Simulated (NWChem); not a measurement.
# CH5FSSi; SMILES [SiH2](F)SC

```xyz
9

Si     0.4600     1.0389    -0.1610
F     -0.6641     1.9999     0.4949
S      0.3945    -0.9578     0.5667
C     -1.1151    -1.5985    -0.2856
H      0.2161     1.0433    -1.6253
H      1.7981     1.5538     0.2101
H     -1.1314    -2.6778    -0.1218
H     -2.0191    -1.1586     0.1400
H     -1.0715    -1.4019    -1.3596
```
Atoms are numbered in this order, from 1.

Program: NWChem. All runs use the structure optimised with B3LYP/6-31G* (spherical d). Level: M05-2X/def2-SVP with SMD (1 M gas to 1 M solution), gas-phase geometry. Reactions with the solvent are ignored.

For solvent chlorobenzene:

```
Quantity                                     Result
-------------------------------------------  ------
solvation free energy (kcal/mol)               -3.7
cavity-dispersion-structure term (kcal/mol)    -0.7
dipole in solution (D)                         2.16
```

### Question
What are these values for solvent water?

### Answer
| Quantity | Result |
|---|---|
| solvation free energy (kcal/mol) | -0.4 |
| cavity-dispersion-structure term (kcal/mol) | 3.1 |
| dipole in solution (D) | 2.27 |
